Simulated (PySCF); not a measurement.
Compound: C₇H₉O (doublet state).
Cartesian coordinates in Å at the GFN2-xTB level; atoms count from 1:
```xyz
17
C7H9O angstrom
C      2.305    0.328    1.084
C      1.522    0.189    0.031
C      0.861   -1.093   -0.359
C     -0.676   -0.991   -0.274
C     -1.230    0.136   -1.071
C     -1.794    1.066   -0.350
C     -1.686    0.619    1.096
O     -1.114   -0.685    1.056
H      2.758    1.271    1.339
H      2.529   -0.501    1.734
H      1.302    1.036   -0.608
H      1.185   -1.897    0.301
H      1.119   -1.349   -1.389
H     -1.113   -1.956   -0.563
H     -2.260    1.987   -0.635
H     -1.044    1.298    1.674
H     -2.671    0.556    1.573
```

The hyperfine couplings belong to this conformer and change with its torsions.

The species is `C=CC[C@@H]1[C]=CCO1` [radical].

Computed, not measured: PySCF 2.14.0, UKS B3LYP, pcH-1 on C H O, non-relativistic, mean-field spin-orbit, GIAO. Isolated species at its GFN2-xTB geometry (one conformer only). A GFN2-xTB geometry isn't a minimum of the functional, and hyperfine couplings can be far from their values at a DFT geometry. Stability of the SCF solution: not tested.

Question: What is the g tensor, term by term?

Answer: 
```csv
Δg (ppm),1,2,3
relativistic mass correction,-170,-170,-170
gauge correction,40,10,16
orbital Zeeman/spin–orbit,-367,-9,389
total,-497,-169,234
```

So g = 2.00182, 2.00215, 2.00255 and g_iso = 2.00218; the tensor is rhombic: the two nearest values differ by 45 % of g3 − g1. Axes: g1 points within 11° of the C6–H15 bond.

Question: What are the electron Larmor frequencies g μB B/h along the three axes at 350 mT?

Answer: 9.8063, 9.8079, 9.8099 GHz for g1, g2 and g3, a range of 3.6 MHz.

Question: How much does each term add to the isotropic shift?

Answer: The mass correction -170, the gauge correction 22 and the orbital-Zeeman/spin–orbit term 4 ppm, for a total of -144 ppm. The mass correction is the largest in size. The mass correction is the same along every axis, so the anisotropy comes from the other two: their spans along these axes are 29 (gauge) and 755 ppm (orbital Zeeman/spin–orbit).

Question: In a frozen sample, at which fields do the three g values resonate at 9.5, 34, 94 and 263 GHz (hyperfine left aside), and which band first spreads them over more than twice a line width of 1.0 mT?

Answer: 
```
band    GHz  B(g3) mT  B(g2) mT  B(g1) mT  spread mT
   X    9.5    338.94    339.01    339.07       0.12
   Q   34.0   1213.06   1213.31   1213.51       0.44
   W   94.0   3353.76   3354.44   3354.99       1.22
   J  263.0   9383.40   9385.29   9386.82       3.43
```

The spread grows in proportion to the frequency. J band is the first where it exceeds 2.0 mT.

Largest spin populations (Mulliken): C5 (+1.00), C6 (-0.13) and C7 (+0.08). No atom but C5 exceeds +0.15. The positive populations add up to 1.14 and the negative ones to -0.14, together 2S = 1.

The HOMO–LUMO gaps are 6.73 eV among the α and 3.57 eV among the β orbitals.
